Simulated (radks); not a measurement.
Values are calculated unless marked as measured or tabulated.
These are the eigenvalues of the occupied orbitals of an atom or ion with whole-number occupations (hartree). Level of theory: scalar-relativistic Kohn-Sham, BLYP, spin-unpolarised, spherical densities, finite nucleus; Fermi nuclear charge, rms radius of each element as measured or else 0.836 A^(1/3) + 0.57 fm (a radial shooting solver on a logarithmic mesh with Libxc functionals).

1s: -279.2554
2s: -33.13850
2p: -28.40696
3s: -3.87719
3p: -2.53505
3d: -0.45194

Which element is it, and in what charge state? The configuration may be excited.

Answer. Z = 27, cobalt, charge +1: Co+ in [Ar] 3d8. The list shows which subshells hold electrons but not how many an open one holds; the 1s level, -279.26 hartree, gives Z - s = 23.6 by -(Z - s)^2/2, which with screening and relativity narrows Z to a few neighbours, and the depths of the outer levels then fix element, charge and occupations together.
